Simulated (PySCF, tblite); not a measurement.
Question: Give a GFN2-xTB geometry of InChI=1S/C6H8P/c1-2-6-3-4-7-5-6/h3-5H,2H2,1H3/q-1. (Charge -1.)

Answer: 
```xyz
15
C6H8P angstrom
C     -2.0300   -0.1966   -0.3449
C     -1.0054   -0.2216    0.7930
C      0.3710    0.1324    0.3059
C      1.2713   -0.7918   -0.2433
C      2.4544   -0.2136   -0.6453
P      2.4959    1.5073   -0.3604
C      0.8874    1.4131    0.3068
H     -3.0307   -0.4537    0.0116
H     -2.0625    0.7954   -0.7916
H     -1.7438   -0.9056   -1.1198
H     -1.3197    0.4865    1.5679
H     -0.9967   -1.2234    1.2390
H      1.0578   -1.8524   -0.3365
H      3.2843   -0.7497   -1.0892
H      0.3624    2.2815    0.6849
```

Any rigid rotation of these coordinates is as good. Atoms count from 1 in this order. C4 (aromatic CH carbon) is planar (angles 123.6°, 123.4° and 112.9°, sum 360.0°, 0.00 Å off the plane of its three neighbours). C5 (aromatic CH carbon) is planar (angles 124.8°, 122.5° and 112.8°, sum 360.0°, 0.00 Å off the plane of its three neighbours). P6 (phosphorus bonded to 2 C) is bent (angle 89.3°). C7 (aromatic CH carbon) is planar (angles 124.2°, 122.5° and 113.3°, sum 360.0°, 0.00 Å off the plane of its three neighbours).

Bonds between heavy atoms (Å): C1–C2 1.531, C2–C3 1.502, C3–C4 1.402, C4–C5 1.377, C5–P6 1.745, P6–C7 1.744, C3–C7 1.381.

Computed geometry: GFN2-xTB, gas phase.

Point group: C1 (no symmetry element, even within 0.4 Å). Its GFN2-xTB frequencies are all real (lowest 35 cm⁻¹). Torsions: C1–C2–C3–C4 -86°.

One conformer stands for the species.
